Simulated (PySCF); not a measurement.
# Electric field gradients and quadrupole coupling constants

Compound: C₅H₁₀SSi.
Cartesian coordinates in Å at the GFN2-xTB level; atoms count from 1:
```xyz
17
C5H10SSi angstrom
C     -2.1346   -0.6916    0.4720
C     -1.5218    0.6689    0.1577
C     -0.8003    0.2215   -1.1161
Si     1.0143   -0.2940   -0.9320
C      2.1681    0.7848    0.0926
C      1.7519   -0.5275    0.7845
S     -1.8543   -1.2960   -1.2350
H     -3.1835   -0.6977    0.7576
H     -1.5485   -1.2848    1.1721
H     -0.8740    1.0673    0.9388
H     -2.2945    1.4066   -0.0622
H     -0.9670    0.8628   -1.9801
H      1.5023   -1.0909   -2.0429
H      3.2092    0.8554   -0.1828
H      1.8234    1.6971    0.5588
H      1.1591   -0.4206    1.6827
H      2.5433   -1.2492    0.9243
```

Field gradients from the PBE0/pcSseg-1 density (PySCF, non-relativistic), principal values in atomic units, ordered |Vxx| ≤ |Vyy| ≤ |Vzz|:

```csv
atom,Vxx,Vyy,Vzz
S7,0.7227,2.3979,-3.1206
```

Question: Find the asymmetry η = (Vxx − Vyy)/Vzz and the couplings χ = eQV/h (234.96 MHz × Q in barn × V in au), with Q(33S) = −0.0678 b.

Answer: 
| atom | environment | nucleus | η | χzz (MHz) | χxx (MHz) | χyy (MHz) |
| --- | --- | --- | --- | --- | --- | --- |
| S7 | sulfide sulfur | 33S | 0.54 | 49.71 | -11.51 | -38.20 |

The tensor is traceless: Vxx + Vyy + Vzz = 0.

Question: What is Vzz at S7 in SI units (1 au = 9.71736 × 10²¹ V/m²)?

Answer: -3.1206 au = -30.324 × 10²¹ V/m².

Were the hydrogens deuterons (Q(2H) = 0.00286 b), χzz would run from 116 kHz (H13) to 228 kHz (H14).

Isolated species at its GFN2-xTB geometry (one conformer only). GFN2-xTB bond lengths can be off by several hundredths of an ångström, more for odd bonds, and the gradients follow them. With a basis this small, the couplings can be 20 % off.
